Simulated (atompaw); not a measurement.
## u(r) = r·R(r): atom against pseudo-atom (Ir (Z = 77))

Columns: radius, all-electron u(r) and pseudo u(r) of the 6p shell (level -7.16 eV) of iridium in the configuration [Xe] 4f14 5d7 6s1 6p0; PBEsol, scalar-relativistic, PAW (atompaw) scheme, atompaw 4.2.0.5.

```json
{"r (bohr)": "0.115", "all-electron": "-0.0933", "pseudo": "0.0015"}
{"r (bohr)": "0.231", "all-electron": "0.0292", "pseudo": "0.0061"}
{"r (bohr)": "0.346", "all-electron": "0.1584", "pseudo": "0.0137"}
{"r (bohr)": "0.462", "all-electron": "0.0801", "pseudo": "0.0245"}
{"r (bohr)": "0.577", "all-electron": "-0.0685", "pseudo": "0.0384"}
{"r (bohr)": "0.692", "all-electron": "-0.1895", "pseudo": "0.0555"}
{"r (bohr)": "0.808", "all-electron": "-0.2524", "pseudo": "0.0759"}
{"r (bohr)": "0.923", "all-electron": "-0.2588", "pseudo": "0.0994"}
{"r (bohr)": "1.038", "all-electron": "-0.2231", "pseudo": "0.1260"}
{"r (bohr)": "1.154", "all-electron": "-0.1595", "pseudo": "0.1557"}
{"r (bohr)": "1.269", "all-electron": "-0.0815", "pseudo": "0.1878"}
{"r (bohr)": "1.385", "all-electron": "0.0035", "pseudo": "0.2225"}
{"r (bohr)": "1.500", "all-electron": "0.0876", "pseudo": "0.2588"}
{"r (bohr)": "1.615", "all-electron": "0.1679", "pseudo": "0.2962"}
{"r (bohr)": "1.731", "all-electron": "0.2428", "pseudo": "0.3346"}
{"r (bohr)": "1.846", "all-electron": "0.3096", "pseudo": "0.3724"}
{"r (bohr)": "1.962", "all-electron": "0.3690", "pseudo": "0.4095"}
{"r (bohr)": "2.077", "all-electron": "0.4199", "pseudo": "0.4445"}
{"r (bohr)": "2.192", "all-electron": "0.4632", "pseudo": "0.4770"}
{"r (bohr)": "2.308", "all-electron": "0.4994", "pseudo": "0.5063"}
{"r (bohr)": "2.423", "all-electron": "0.5284", "pseudo": "0.5315"}
{"r (bohr)": "2.538", "all-electron": "0.5512", "pseudo": "0.5523"}
{"r (bohr)": "2.654", "all-electron": "0.5683", "pseudo": "0.5686"}
{"r (bohr)": "2.769", "all-electron": "0.5800", "pseudo": "0.5801"}
{"r (bohr)": "2.885", "all-electron": "0.5871", "pseudo": "0.5872"}
{"r (bohr)": "3.000", "all-electron": "0.5901", "pseudo": "0.5901"}
```

**Question.** How many radial nodes do the two functions have?

**Answer.** The all-electron 6p function has n − l − 1 = 4 (the table is too coarse to show those close to the nucleus); the pseudo-wave has 0, since the states of the same l below it are removed with the core.

**Question.** Is the pseudo-wave norm-conserving?

**Answer.** No, it belongs to a PAW set: the norm inside the radius is not constrained, and the difference is carried by the augmentation charge.
